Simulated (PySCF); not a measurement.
C₃H₉NSi₂, SMILES [SiH3]C[C@H]([SiH3])C#N.

Coordinates come from a PBE0-D3(BJ)/def2-SVP optimisation. The structure was generated by enumeration; whether it is a known compound was not checked. The values are those of a single conformer.

Method: TDA-PBE/def2-SVPD run with PySCF 2.14.0.

Vertical excitations. The molecule is in vacuum.

```json
[
 {"state": "S1", "energy (eV)": "6.27", "λ (nm)": "198", "f": "0.001", "main pairs": "HOMO→LUMO 91 %"},
 {"state": "S2", "energy (eV)": "6.69", "λ (nm)": "185", "f": "0.040", "main pairs": "HOMO→LUMO+1 76 %"},
 {"state": "S3", "energy (eV)": "6.85", "λ (nm)": "181", "f": "0.018", "main pairs": "HOMO→LUMO+2 86 %"},
 {"state": "S4", "energy (eV)": "7.10", "λ (nm)": "175", "f": "0.083", "main pairs": "HOMO→LUMO+3 80 %"},
 {"state": "S5", "energy (eV)": "7.15", "λ (nm)": "173", "f": "0.012", "main pairs": "HOMO−1→LUMO 80 %"},
 {"state": "S6", "energy (eV)": "7.27", "λ (nm)": "171", "f": "0.014", "main pairs": "HOMO−2→LUMO 80 %"},
 {"state": "S7", "energy (eV)": "7.29", "λ (nm)": "170", "f": "0.070", "main pairs": "HOMO→LUMO+4 94 %"},
 {"state": "S8", "energy (eV)": "7.35", "λ (nm)": "169", "f": "0.030", "main pairs": "HOMO−3→LUMO 80 %"},
 {"state": "S9", "energy (eV)": "7.41", "λ (nm)": "167", "f": "0.013", "main pairs": "HOMO−1→LUMO+1 75 %"},
 {"state": "S10", "energy (eV)": "7.44", "λ (nm)": "167", "f": "0.005", "main pairs": "HOMO−4→LUMO 76 %"},
 {"state": "T1", "energy (eV)": "5.87", "λ (nm)": "211", "f": "0", "main pairs": "HOMO→LUMO 58 %, HOMO→LUMO+1 27 %"},
 {"state": "T2", "energy (eV)": "6.08", "λ (nm)": "204", "f": "0", "main pairs": "HOMO→LUMO+1 48 %, HOMO→LUMO 39 %"},
 {"state": "T3", "energy (eV)": "6.41", "λ (nm)": "193", "f": "0", "main pairs": "HOMO→LUMO+2 54 %, HOMO−1→LUMO 16 %, HOMO→LUMO+1 9 %, HOMO−1→LUMO+2 9 %"},
 {"state": "T4", "energy (eV)": "6.51", "λ (nm)": "190", "f": "0", "main pairs": "HOMO→LUMO+2 31 %, HOMO−1→LUMO 23 %, HOMO−1→LUMO+1 13 %, HOMO−1→LUMO+2 13 %"}
]
```
Triplets are in the Tamm–Dancoff approximation.
